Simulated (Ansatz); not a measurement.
Reaction (atomization): `C#CB(O)F` → B• + 2 C• + F• + 2 H• + O•

Isolated molecules relaxed with PBE0-D4/def2-TZVP in Ansatz; ΔE leaves out vibrations. CCSD(T)/CBS adds triple-zeta CCSD(T) − MP2 to the extrapolated MP2 energy (def2 sets, frozen cores). This one scheme is used for every species, atoms too. Open shells (•) are unrestricted, without spin–orbit coupling. Spin–orbit coupling would lower the free atoms: a little for B, C, F, O. One conformer a species, not always the lowest.

```csv
species,CCSD(T)/CBS(def2) energy (Eh)
`C#CB(O)F`,-277.13346
B•,-24.60433
C•,-37.79194
F•,-99.66871
H•,-0.50000
O•,-75.00631
```

Problem. Work out ΔE.

Solution. ΔE = 2 × (-37.79194) + 2 × (-0.50000) + (-24.60433) + (-99.66871) + (-75.00631) − (-277.13346) = 1.27023 Eh = +3335.0 kJ/mol.

Largest T1 diagnostic among the species: 0.014.

From PBE to PBE0 (25 % exact exchange), in def2-TZVPP and without D4, ΔE moves by −100.5 kJ/mol: exact exchange takes away binding that semilocal exchange gives to molecules. The D4 term adds +16.8 kJ/mol with B3LYP and +8.7 kJ/mol with PBE0; it sums over pairs of atoms, weighted by their polarisabilities, and B3LYP, whose exchange is more repulsive, gets the larger term.

B3LYP here is the variant with VWN-RPA as its local correlation; programs differ in this.

For atomizations the MP2-based limit and the directly extrapolated one differ by several kJ/mol either way, and by 10 to 25 for some Ge, Se and Sn compounds, so smaller differences from it don't rank the levels.
